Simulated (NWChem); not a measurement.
System: TiNH$_{3}$OCl$_{2}$; SMILES [NH2][Ti]([OH])([Cl])[Cl]

```xyz
8

Ti    -0.3608     0.0004    -0.0233
Cl     0.9061    -1.7919     0.2070
Cl     0.9086     1.7910     0.2070
O     -1.6778     0.0018     1.1158
H     -1.9121     0.0024     2.0488
N     -1.1215     0.0007    -1.6912
H     -2.1237     0.0036    -1.8665
H     -0.5924    -0.0013    -2.5612
```
Atoms are numbered in this order, from 1.

Program: NWChem. The geometry was optimised at PBE0/def2-SVP. No frequency run checked for a minimum. GIAO values for the isolated, static molecule; σ is the absolute isotropic shielding, δ = σ(reference) − σ with the isolated reference molecule computed at the same levels (1H: tetramethylsilane, 15N: ammonia, 17O: water).

For level LDA (Slater exchange, VWN5)/pcSseg-1:

| Item | Result |
|---|---|
| σ Ti1 (ppm) | -695.6 |
| σ Cl2 (ppm) | 256.0 |
| δ O4 (ppm) | 391.1 |
| δ N6 (ppm) | 272.0 |

Question: How do the values read with level KT2/pcSseg-1 instead?

Answer: 
* **σ Ti1 (ppm)**: -634.5
* **σ Cl2 (ppm)**: 329.7
* **δ O4 (ppm)**: 365.8
* **δ N6 (ppm)**: 253.5
